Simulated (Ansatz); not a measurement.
Gas-phase electronic energies from Ansatz, PBE0-D4/def2-TZVP geometries. CCSD(T)/CBS is the MP2 limit (def2-TZVPP, def2-QZVPP) plus CCSD(T) − MP2 in def2-TZVPP, frozen cores. One conformer a species, not always the lowest.

Reaction (formal exchange of groups at a C–C bond): `COCCCl` + `O[SiH2][SiH3]` → `O[SiH2][SiH2]CCl` + dimethyl ether

`COCCCl`:

Z-matrix (Å, degrees):
```
C
O 1 1.404
H 1 1.090 2 107.2
H 1 1.098 2 111.2 3 -118.9
H 1 1.097 2 112.6 3 119.1
C 2 1.403 1 114.1 3 176.1
C 6 1.517 2 111.4 1 82.4
H 6 1.092 2 107.1 1 -158.1
H 6 1.098 2 111.2 1 -40.4
Cl 7 1.780 6 109.9 2 178.7
H 7 1.089 6 112.1 2 -62.5
H 7 1.089 6 110.7 2 59.8
```

`O[SiH2][SiH3]`:

```xyz
9

O    -1.717    1.066    0.453
Si   -0.165    1.006   -0.113
Si    0.780   -1.134    0.088
H    -2.360    0.483    0.047
H    -0.094    1.421   -1.545
H     0.591    1.990    0.701
H     2.154   -1.140   -0.485
H    -0.041   -2.128   -0.658
H     0.852   -1.564    1.511
```

`O[SiH2][SiH2]CCl`:

Z-matrix (Å, degrees):
```
Si
Si 1 2.353
O 1 1.655 2 111.9
H 1 1.485 2 109.1 3 116.4
H 1 1.489 2 110.0 3 -123.9
C 2 1.891 1 109.5 3 -161.6
H 2 1.492 1 111.0 3 -42.4
H 2 1.489 1 111.7 3 78.2
H 3 0.958 1 117.6 2 -69.7
Cl 6 1.789 2 109.0 1 -53.2
H 6 1.090 2 112.7 1 -172.4
H 6 1.090 2 111.7 1 65.1
```

`COC`:

Z-matrix (Å, degrees):
```
C
O 1 1.399
H 1 1.090 2 107.7
H 1 1.100 2 111.6 3 119.4
H 1 1.100 2 111.6 3 -119.4
C 2 1.399 1 112.1 3 -180.0
H 6 1.100 2 111.6 1 60.6
H 6 1.090 2 107.7 1 -179.9
H 6 1.100 2 111.6 1 -60.5
```

```tsv
species	CCSD(T)/CBS(def2) energy (Eh)
`COCCCl`	-653.30197
`O[SiH2][SiH3]`	-656.96789
`O[SiH2][SiH2]CCl`	-1155.41326
`COC`	-154.86276
```

**Question.** Work out ΔE.

**Answer.** ΔE = (-1155.41326) + (-154.86276) − (-653.30197) − (-656.96789) = -0.00616 Eh = -3.9 kcal/mol.

Largest T1 diagnostic among the species: 0.012.

The D4 term adds −0.9 kcal/mol with B3LYP and −0.5 kcal/mol with PBE0; it sums over pairs of atoms, weighted by their polarisabilities, and B3LYP, whose exchange is more repulsive, gets the larger term. In def2-TZVPP, CCSD(T) changes the Hartree–Fock value by −1.0 kcal/mol (the triples alone add −0.1 kcal/mol) and MP2 by −1.7 kcal/mol.

B3LYP here is the variant with VWN-RPA as its local correlation; programs differ in this.
